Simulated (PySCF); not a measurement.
This PySCF input asks for the NMR shieldings of SMILES FB(Cl)C1CCCC1, C5H9BClF; the geometry comes from GFN2-xTB.

```python
import basis_set_exchange as bse
import numpy as np
from pyscf import gto, dft
from pyscf.prop import nmr

atoms = """
F     2.769543   -0.782770    0.570247
B     2.052103   -0.916669   -0.535774
Cl    2.842565   -1.665148   -1.859386
C     0.556546   -0.396747   -0.570803
C    -0.337292   -1.026322    0.516229
C    -1.556148   -0.099554    0.588803
C    -1.067809    1.276488    0.101906
C     0.418202    1.100184   -0.229341
H     0.084918   -0.569837   -1.542299
H     0.197563   -1.024253    1.466665
H    -0.610891   -2.053225    0.279944
H    -2.348943   -0.471630   -0.060017
H    -1.950896   -0.054762    1.602488
H    -1.616592    1.579259   -0.789754
H    -1.209588    2.048338    0.856504
H     1.030916    1.327769    0.643731
H     0.738805    1.740912   -1.049054
"""
names = dict.fromkeys(["F", "B", "Cl", "C", "H"], "pcSseg-1")
basis = {el: gto.basis.parse(bse.get_basis(n, elements=[el], fmt="nwchem")) for el, n in names.items()}
mol = gto.M(atom=atoms, basis=basis, charge=0, verbose=0)
mf = dft.RKS(mol, xc="PBE0")
mf.grids.level = 2
mf.grids.alignment = dft.numint.BLKSIZE   # the property module wants whole blocks of grid points
mf.conv_tol = 1e-9
mf.kernel()

calc = nmr.RKS(mf)   # GIAO
C = mf.mo_coeff
Co = C[:, mf.mo_occ > 0]
resp = mf.gen_response(singlet=True, hermi=2)
def vind(x):   # induced exchange potential for any number of trial vectors
    d = np.einsum("pi,xij,qj->xpq", C, 2 * x.reshape(-1, C.shape[1], Co.shape[1]), Co, optimize=True)
    return np.einsum("xpq,pi,qj->xij", resp(d - d.transpose(0, 2, 1)), C, Co, optimize=True).ravel()
mo1, _ = nmr.rhf.solve_mo1(calc, with_cphf=vind)
sigma = calc.kernel(mo1)
for i, s in enumerate(sigma):   # ppm
    print("%2d %-2s %9.2f" % (i, mol.atom_pure_symbol(i), np.trace(s) / 3))
```

Question: What are the results?

Answer: 
```
 0 F     201.48
 1 B      52.43
 2 Cl    754.34
 3 C     147.58
 4 C     152.88
 5 C     159.36
 6 C     159.28
 7 C     152.84
 8 H      30.40
 9 H      30.24
10 H      29.88
11 H      30.06
12 H      29.83
13 H      30.06
14 H      29.83
15 H      30.24
16 H      29.88
```

These numbers come from an equivalent density-fitted implementation of the same equations, which agrees with the script to about 0.01 ppm for H and up to a few tenths of a ppm for heavy atoms, so last digits may differ.

Size and cost of the density-fitted run: 188 basis functions, 41 s wall time on 1 thread of an Arm Neoverse V1, shared host.
